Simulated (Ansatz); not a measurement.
Reaction (ligand exchange at the Si–O bond): `B/C=C\O[SiH2][GaH2]` + H₂S → `S[SiH2][GaH2]` + `B/C=C/O`

Gas-phase electronic energies from Ansatz, PBE0-D4/def2-TZVP geometries. CBS: MP2 limit from def2 TZ/QZ plus the TZ coupled-cluster correction, frozen cores. This one scheme is used for every species. Double bonds are as drawn, so ΔE can hold a change between cis and trans. Functionals use def2-TZVPP. B3LYP here is the variant with VWN-RPA as its local correlation; programs differ in this. For Ga outer-core shells are correlated without core-valence functions, which leaves a few kJ/mol of doubt a bond. Scalar relativity is left out up to krypton. Each species was taken in one conformer, which may not be the lowest.

Problem. Is it downhill or uphill in electronic energy at CCSD(T)/CBS, and by how much? (Estimate.)

Solution. The calculation gave: Downhill: ΔE = -1.0 kcal/mol.

Problem. What do these levels give: PBE0-D4, ωB97X-V, B2PLYP, PBE, r2SCAN, PBE0, B3LYP, MP2/def2-TZVPP, SCS-MP2/def2-TZVPP, HF/def2-QZVPP, HF/CBS(def2), CCSD/CBS(def2)? (Best estimate.)

Solution. Computed: PBE0-D4 -3.9, ωB97X-V -1.0, B2PLYP -0.7, PBE -5.3, r2SCAN -3.3, PBE0 -4.5, B3LYP -1.0, MP2/def2-TZVPP -1.1, SCS-MP2/def2-TZVPP 0.3, HF/def2-QZVPP 2.0, HF/CBS(def2) 2.1, CCSD/CBS(def2) -0.4 kcal/mol.

Largest T1 diagnostic among the species: 0.014.

From PBE to PBE0 (25 % exact exchange), in def2-TZVPP and without D4, ΔE moves by +0.8 kcal/mol. In def2-TZVPP, CCSD(T) changes the Hartree–Fock value by −1.8 kcal/mol (the triples alone add −0.6 kcal/mol) and MP2 by −2.7 kcal/mol.
